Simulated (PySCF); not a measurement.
Question: What does the LC-wPBE/def2-SV(P) structure of `NC1=[CH][GeH2][CH]=C1` look like in three dimensions?

Answer: 
Z-matrix in Å and degrees, rows numbered from 1:
```
N 
C   1  1.3722
C   2  1.3540  1  126.77
Ge  3  1.9092  2  108.07  1  -178.14
C   4  1.9400  3   90.19  2    -0.25
C   5  1.3369  4  107.28  3     0.42
H   1  1.0111  2  119.11  3  -163.02
H   1  1.0115  2  118.68  3   -11.29
H   3  1.0921  2  122.38  1     1.91
H   4  1.5378  3  115.99  2   115.41
H   4  1.5377  3  115.84  2  -116.36
H   5  1.0929  4  130.56  3   179.74
H   6  1.0978  2  118.78  1    -0.97
```

N1 (enamine nitrogen) has angles 119.1°, 118.7° and 116.2°, sum 354.0°, 0.16 Å off the plane of its three neighbours. Of the pairs four or more bonds apart, H7···H13 is among the closest relative to their van der Waals radii: 2.38 Å, 99 % of the sum of Bondi's values. The 6 heavy atoms lie in one plane (0.009 Å rms). Ge4 (germanium bonded to 2 C and 2 H) has angles from 90.2° to 116.0°.

Method: LC-wPBE/def2-SV(P) geometry optimisation, gas phase in PySCF 2.14.0.

Point group: near Cs, missed by 0.31 Å at most; the miss may be what the optimiser left on a soft mode. LC-wPBE/def2-SV(P) frequencies: not computed here.
